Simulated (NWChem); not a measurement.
System: SiH3O2I; SMILES O[SiH](O)I

NWChem input:

```
start job
memory heap 200 mb stack 900 mb global 1100 mb
geometry units angstroms noautoz
  Si    -0.002848     1.341321     0.369354
  O     -1.420587     1.814016    -0.335469
  O      1.323428     2.076706    -0.280848
  I      0.081741    -1.072212     0.011622
  H      0.046130     1.635613     1.817676
  H     -1.601194     2.760182    -0.333172
  H      1.595645     1.804855    -1.163461
end
basis spherical
  Si library def2-svp
  O library def2-svp
  I library def2-svp
  H library def2-svp
end
ecp
  I library def2-ecp
end
dft
  xc xpbe96 cpbe96
  grid coarse
  iterations 150
  mulliken
end
task dft gradient
```

Excerpt of the output:

```
             Northwest Computational Chemistry Package (NWChem) 7.3.0
             --------------------------------------------------------

 C1  symmetry detected

                             Geometry "geometry" -> ""
                             -------------------------

 Output coordinates in angstroms (scale by  1.889725989 to convert to a.u.)

  No.       Tag          Charge          X              Y              Z
 ---- ---------------- ---------- -------------- -------------- --------------
    1 Si                  14.0000     0.00157329     1.34285412     0.38331931
    2 O                    8.0000    -1.40246791     1.87620311    -0.30545283
    3 O                    8.0000     1.34889004     2.04750995    -0.25758591
    4 I                   53.0000     0.00536029    -1.06429868    -0.02395219
    5 H                    1.0000     0.06562110     1.60557315     1.83711429
    6 H                    1.0000    -1.55183314     2.82754039    -0.28305475
    7 H                    1.0000     1.60871370     1.78505460    -1.14675385

 Effective nuclear repulsion energy (a.u.)     429.8599084779

 Summary of "ao basis" -> "ao basis" (spherical)
 ------------------------------------------------------------------------------
       Tag                 Description            Shells   Functions and Types
 ---------------- ------------------------------  ------  ---------------------
 Si                         def2-svp                 8       18   4s3p1d
 O                          def2-svp                 6       14   3s2p1d
 I                          def2-svp                10       26   4s4p2d
 H                          def2-svp                 3        5   2s1p

            General Information
            -------------------
          SCF calculation type: DFT
          Wavefunction type:  closed shell.
          No. of atoms     :     7
          No. of electrons :    58
           Alpha electrons :    29
            Beta electrons :    29
          Charge           :     0
          Spin multiplicity:     1
          Use of symmetry is: off; symmetry adaption is: off
          Maximum number of iterations: 150
          AO basis - number of functions:    87
                     number of shells:    39
          Convergence on energy requested:  1.00D-06
          Convergence on density requested:  1.00D-05
          Convergence on gradient requested:  5.00D-04

              XC Information
              --------------
          PerdewBurkeErnzerhof Exchange Functional  1.000
            Perdew 1991 LDA Correlation Functional  1.000 local
           PerdewBurkeErnz. Correlation Functional  1.000 non-local

             Grid Information
             ----------------
          Grid used for XC integration:  coarse
          Radial quadrature: Mura-Knowles
          Angular quadrature: Lebedev.
          Tag              B.-S. Rad. Rad. Pts. Rad. Cut. Ang. Pts.
          ---              ---------- --------- --------- ---------
          Si                  1.10       70           8.0       302
          O                   0.60       35          10.0       302
          I                   1.40      104          11.0       302
          H                   0.35       35          11.0       302
          Grid pruning is: on
          Number of quadrature shells:   349
          Spatial weights used:  Erf1

      Superposition of Atomic Density Guess
      -------------------------------------

 Sum of atomic energies:        -786.74580897

      Non-variational initial energy
      ------------------------------

 Total energy =    -737.351835
 1-e energy   =   -1646.343911
 2-e energy   =     647.579482
 HOMO         =      -0.352072
 LUMO         =       0.049344

     ---------------------------------------------
      Total Density - Mulliken Population Analysis
     ---------------------------------------------

    Atom       Charge   Shell Charges
 -----------   ------   -------------------------------------------------------
    1 Si  14    12.74   2.00  1.99  0.87  0.14  5.93  0.86  0.63  0.31
    2 O    8     8.76   1.99  1.10  0.63  3.09  1.94  0.00
    3 O    8     8.76   1.99  1.10  0.63  3.09  1.94  0.00
    4 I   25    25.36   1.83  0.22  1.23  0.67  2.92  3.13  2.66  2.69  9.82  0.19
    5 H    1     1.08   0.69  0.38  0.01
    6 H    1     0.65   0.52  0.07  0.06
    7 H    1     0.65   0.52  0.07  0.06

   convergence    iter        energy       DeltaE   RMS-Dens  Diis-err
 ---------------- ----- ----------------- --------- --------- ---------
 d= 0,ls=0.0,diis     1   -738.9275740552 -1.00D+03  2.13D-02  9.41D-01
 d= 0,ls=0.0,diis     2   -738.7326924070  1.95D-01  1.34D-02  2.90D+00
 d= 0,ls=0.0,diis     3   -739.0313011178 -2.99D-01  2.33D-03  4.43D-02
 d= 0,ls=0.0,diis     4   -739.0343045956 -3.00D-03  1.43D-03  8.85D-03
 d= 0,ls=0.0,diis     5   -739.0356180803 -1.31D-03  3.55D-04  1.08D-03
  Resetting Diis
 d= 0,ls=0.0,diis     6   -739.0357756807 -1.58D-04  7.81D-05  7.54D-05
 d= 0,ls=0.0,diis     7   -739.0357826912 -7.01D-06  6.01D-05  8.45D-06
 d= 0,ls=0.0,diis     8   -739.0357796350  3.06D-06  4.12D-05  3.93D-05
 d= 0,ls=0.0,diis     9   -739.0357835259 -3.89D-06  4.89D-06  1.31D-07
 d= 0,ls=0.0,diis    10   -739.0357835397 -1.37D-08  1.78D-06  2.12D-08

         Total DFT energy =     -739.035783539686
      One electron energy =    -1649.292734147022
           Coulomb energy =      710.055909912921
    Exchange-Corr. energy =      -61.211554023987
 Nuclear repulsion energy =      261.412594718402

 Numeric. integr. density =       57.999968852836

                       DFT Final Molecular Orbital Analysis
                       ------------------------------------

 Vector   27  Occ=2.000000D+00  E=-2.765480D-01
              MO Center= -4.1D-01,  1.3D+00,  5.7D-02, r^2= 3.8D+00
   Bfn.  Coefficient  Atom+Function         Bfn.  Coefficient  Atom+Function
  ----- ------------  ---------------      ----- ------------  ---------------
    24      0.394465  2 O  pz                27      0.291281  2 O  pz
    58      0.265643  4 I  py                61      0.210670  4 I  py
    22     -0.204234  2 O  px                73     -0.196240  5 H  s
    36     -0.186988  3 O  px                37      0.174344  3 O  py
    74     -0.172322  5 H  s                 25     -0.143257  2 O  px

 Vector   28  Occ=2.000000D+00  E=-2.372003D-01
              MO Center=  1.8D-02, -8.7D-01,  7.0D-03, r^2= 2.5D+00
   Bfn.  Coefficient  Atom+Function         Bfn.  Coefficient  Atom+Function
  ----- ------------  ---------------      ----- ------------  ---------------
    59      0.575253  4 I  pz                62      0.519255  4 I  pz
    56     -0.234672  4 I  pz                53     -0.190045  4 I  pz
    57     -0.096019  4 I  px                61     -0.096354  4 I  py
    58     -0.095646  4 I  py                60     -0.088184  4 I  px
    37     -0.081899  3 O  py                74     -0.080462  5 H  s

 Vector   29  Occ=2.000000D+00  E=-2.346568D-01
              MO Center=  4.2D-02, -8.2D-01, -2.7D-02, r^2= 2.6D+00
   Bfn.  Coefficient  Atom+Function         Bfn.  Coefficient  Atom+Function
  ----- ------------  ---------------      ----- ------------  ---------------
    57      0.581272  4 I  px                60      0.516902  4 I  px
    54     -0.236128  4 I  px                51     -0.191254  4 I  px
    37      0.135670  3 O  py                59      0.110727  4 I  pz
    40      0.103295  3 O  py                62      0.098995  4 I  pz
    21      0.066718  2 O  s                 23     -0.059479  2 O  py

 Vector   30  Occ=0.000000D+00  E=-2.521600D-02
              MO Center= -6.9D-02,  1.4D-01,  2.0D-01, r^2= 4.6D+00
   Bfn.  Coefficient  Atom+Function         Bfn.  Coefficient  Atom+Function
  ----- ------------  ---------------      ----- ------------  ---------------
    61     -0.789675  4 I  py                 4      0.728530  1 Si s
    12     -0.657603  1 Si py                 3      0.571812  1 Si s
    50     -0.427777  4 I  s                 74     -0.375728  5 H  s
     9     -0.331536  1 Si py                21     -0.314554  2 O  s
    58     -0.303431  4 I  py                49     -0.294803  4 I  s

 Vector   31  Occ=0.000000D+00  E= 1.012217D-03
              MO Center=  6.4D-02,  2.1D+00, -3.4D-01, r^2= 4.7D+00
   Bfn.  Coefficient  Atom+Function         Bfn.  Coefficient  Atom+Function
  ----- ------------  ---------------      ----- ------------  ---------------
    84      0.607187  7 H  s                 12      0.580663  1 Si py
    35     -0.581826  3 O  s                 21     -0.523031  2 O  s
    79      0.521237  6 H  s                 50      0.257276  4 I  s
    13     -0.237188  1 Si pz                 4      0.230978  1 Si s
    26     -0.223391  2 O  py                41      0.195725  3 O  pz

[...]

                         DFT ENERGY GRADIENTS

    atom               coordinates                        gradient
                 x          y          z           x          y          z
   1 Si      0.002973   2.537626   0.724368    0.000011   0.003212  -0.003048
   2 O      -2.650280   3.545510  -0.577222    0.007852   0.007977   0.004887
   3 O       2.549033   3.869233  -0.486767   -0.006575  -0.007566  -0.007018
   4 I       0.010129  -2.011233  -0.045263    0.000272   0.005314   0.000649
   5 H       0.124006   3.034093   3.471643   -0.000737  -0.001128  -0.004608
   6 H      -2.932539   5.343277  -0.534896    0.001514  -0.010723  -0.000662
   7 H       3.040028   3.373264  -2.167051   -0.002337   0.002915   0.009801
```

Level: PBE/def2-SVP with def2 effective core potentials on I. Coordinates come from a PBE0/def2-SVP optimisation. def2 effective core potentials on I; no spin-orbit coupling.
